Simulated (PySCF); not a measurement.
How methods differ on the excitation energy of S⁺

S⁺ [Ne] 3s2 3p3 (4S) → S⁺ [Ne] 3s1 3p4 (4P), as a difference of total energies. Calculation: PySCF 2.14, in dyall-acv3z; scalar relativity by spin-free X2C-1e. Correlated levels: valence: [Ne] frozen; valence and next inner shell: 1s2 frozen; virtual orbitals above 40 to 60 times the deepest correlated orbital energy dropped. The calculations carry no spin-orbit coupling.

```tsv
method	excitation energy (cm⁻¹)	error (cm⁻¹)
UHF	84831	+5220
LDA	84017	+4407
PBE	83117	+3507
PBE0	84213	+4603
r2SCAN	80810	+1199
BLYP	83373	+3763
BHandHLYP	86135	+6525
revPBE	82189	+2579
MP2 (valence)	84954	+5344
SCS-MP2 (valence)	85004	+5394
MP2 (valence and next inner shell)	85695	+6084
SCS-MP2 (valence and next inner shell)	85549	+5939
```

Reference: 79610 cm⁻¹ (measured; NIST levels, between the centres of gravity of the two terms).

Errors of the correlated levels include the incompleteness of this basis and the frozen core.
